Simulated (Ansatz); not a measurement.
Program: Ansatz. Geometries: PBE0-D4/def2-TZVP. ΔE: electronic, gas phase. CCSD(T)/CBS adds triple-zeta CCSD(T) − MP2 to the extrapolated MP2 energy (def2 sets, frozen cores). DFT in def2-TZVPP. def2 core potentials past Kr. For Sn outer-core shells are correlated without core-valence functions, which leaves a few kJ/mol of doubt a bond. Each species was taken in one conformer, which may not be the lowest.

Reaction (formal exchange of groups at the Sn–C bond): `OC(O)=[CH][SnH3]` + `[CH3][Al]([CH3])[Cl]` → `[CH3][Al]([CH3])[SnH3]` + `OC(O)=CCl`

```csv
species,ωB97X-V energy (Eh)
`OC(O)=[CH][SnH3]`,-444.53280
`[CH3][Al]([CH3])[Cl]`,-782.46478
`[CH3][Al]([CH3])[SnH3]`,-538.31263
`OC(O)=CCl`,-688.61385
```

Work out ΔE.

ΔE = (-538.31263) + (-688.61385) − (-444.53280) − (-782.46478) = 0.07110 Eh = +1.93 eV. CCSD(T)/CBS gives +1.98 eV.

Largest T1 diagnostic among the species: 0.013.

From PBE to PBE0 (25 % exact exchange), in def2-TZVPP and without D4, ΔE moves by +0.08 eV.
